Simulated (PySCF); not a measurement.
Compound: C9H10.
Cartesian coordinates in Å at the PBE0-D3(BJ)/def2-SVP level; atoms count from 1:
```
atom  x, y, z in Å
C1     4.228   -1.973    0.171
C2     3.269   -1.276   -0.103
C3     2.186   -0.493   -0.413
C4     1.230    0.210   -0.687
C5     0.072    1.031   -1.009
C6    -0.878    1.237    0.155
C7    -1.291    2.466    0.479
C8    -1.334    0.006    0.888
C9    -2.021   -1.027    0.000
H10    5.075   -2.587    0.415
H11    0.410    2.008   -1.391
H12   -0.470    0.548   -1.843
H13   -0.936    3.352   -0.055
H14   -2.001    2.626    1.295
H15   -2.008    0.312    1.703
H16   -0.455   -0.461    1.366
H17   -2.351   -1.892    0.594
H18   -1.344   -1.410   -0.780
H19   -2.906   -0.600   -0.496
```

Computed, not measured: PySCF 2.14.0, density-fitted response routines, TDDFT B3LYP/def2-SVPD, vertical, gas phase, core orbitals frozen in the response.

Problem. List the vertical singlet excitations with oscillator strengths and describe the spectrum.

Solution. 

```tsv
state	E (eV)	λ (nm)	f	|μ| (D)	main configurations (H = HOMO, L = LUMO)
S1	4.61	268.8	0.0001	0.06	H→L (75%), H-1→L+1 (17%)
S2	4.76	260.3	0.0011	0.25	H-1→L (47%), H→L+1 (44%)
S3	4.79	259.0	0.0002	0.11	H-1→L+1 (79%), H→L (14%)
S4	5.70	217.6	0.027	1.13	H-2→L (91%)
S5	5.79	214.2	0.0026	0.34	H-2→L+1 (92%)
S6	6.13	202.1	0.032	1.17	H-1→L+2 (71%), H→L+2 (18%)
S7	6.17	200.8	0.018	0.88	H→L+2 (76%), H-1→L+2 (16%)
S8	6.48	191.3	0.0021	0.29	H→L+3 (93%)
S9	6.54	189.7	0.025	1.01	H-1→L+3 (92%)
S10	6.74	184.0	0.021	0.90	H-2→L+3 (87%)
```

Triplets, Tamm–Dancoff:

```tsv
state	E (eV)	λ (nm)	main configurations (H = HOMO, L = LUMO)
T1	3.76	329.5	H-1→L (47%), H→L+1 (43%)
T2	4.12	300.9	H→L (53%), H-1→L+1 (36%)
T3	4.13	300.5	H→L+1 (47%), H-1→L (43%)
T4	4.35	285.2	H-2→L+2 (63%), H-2→L (19%)
```

The lowest singlet lies at 4.61 eV (269 nm, ultraviolet) and is dark (f under 0.0005); its leading configuration is HOMO→LUMO (75%). The strongest level in the table is S6 at 6.13 eV (202 nm, f = 0.032). Löwdin shares by element: HOMO carbon 82% or more (atoms not listed hold the other 18%); LUMO carbon 74% or more (atoms not listed hold the other 26%). Orbital energies (eV): HOMO-3 -9.26, HOMO-2 -7.28, HOMO-1 -7.00, HOMO -6.95, LUMO -0.89, LUMO+1 -0.79, LUMO+2 -0.06. The listed states span 2.13 eV, and the widest gap between neighbours is 0.91 eV (S3 to S4). The oscillator strengths of these states sum to 0.130; summed over the whole spectrum of an exact calculation they would give the number of electrons, 64 (Thomas–Reiche–Kuhn). All these states lie below the vertical ionisation energy of 8.81 eV (ΔSCF). Only the lowest 10 singlets were computed, as vertical energies without vibronic structure.

One conformer stands for the species.
